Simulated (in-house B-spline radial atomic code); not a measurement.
Values are calculated unless marked as measured or tabulated.
**Ar ion on W atom: potential, deflection and energy transfer**

The pair potential comes from two frozen, spherical free-atom densities (PBE, B-spline radial code, scalar-relativistic past argon): electrostatics plus the change in Thomas-Fermi kinetic and Dirac exchange energy where they overlap, the recipe behind the universal ZBL potential, which averages such potentials (from solid-state densities) over many pairs. It is written V = (Z1 Z2 e²/r) φ(r/a), with e² = 14.3996 eV·Å and a = 0.46850 Å/(Z1^0.23 + Z2^0.23); ZBL's fit is φ = 0.18175 e^(−3.1998x) + 0.50986 e^(−0.94229x) + 0.28022 e^(−0.4029x) + 0.02817 e^(−0.20162x). Where φ falls below 4e-4 it is continued as an exponential.

Masses 39.95 and 183.84 u.

```csv
x = r/a,"φ, this pair","φ, ZBL"
0.1,0.8813,0.8928
0.25,0.754,0.7647
0.5,0.6024,0.6096
1,0.4109,0.4164
1.5,0.2948,0.2995
2,0.218,0.2218
3,0.1263,0.1292
4,0.07849,0.08026
5,0.05081,0.05224
6.5,0.02875,0.02914
8,0.01745,0.01705
10,0.009371,0.008778
12,0.005189,0.00474
14.5,0.002527,0.002328
17,0.001249,0.001212
20,0.0005571,0.0005882
```

(1) At x = 4 the electrostatic, kinetic and exchange parts are 881.0, 3034.34 and -191.8 eV. Find r, V and φ.

(2) The ion comes in at 231 keV with impact parameter 0.2022 Å. The scattering integral gives a centre-of-mass angle of 9.747° and a closest approach of 2.105 a. What are the reduced energy, the energy passed on and the laboratory angles?

Results:

(1) a = 0.46850/(1.9441 + 2.6911) = 0.10108 Å, so r = 0.40430 Å. V = 881.0 + 3034.34 + (-191.8) = 3723.54 eV. The bare repulsion is 18 × 74 × 14.3996/0.40430 = 47440 eV, so φ = 0.0785, -2.2 % against ZBL's 0.0803. The kinetic (Pauli) term is 81 % of V here.

(2) ε = E a M2/(Z1 Z2 e² (M1 + M2)) = 231000 × 4.3290e-06 = 1. The most that one collision can pass on is γE with γ = 4 M1 M2/(M1 + M2)² = 0.5866. Here T = γE sin²(θ/2) = 0.5866 × 231000 × 0.007217 = 977.9 eV. The ion turns by arctan(sin θ/(cos θ + M1/M2)) = 8.0°, and the struck atom leaves at (180° − θ)/2 = 85.1°. The closest approach is 0.213 Å. With ZBL the angle would be 9.88° and T = 1004 eV.
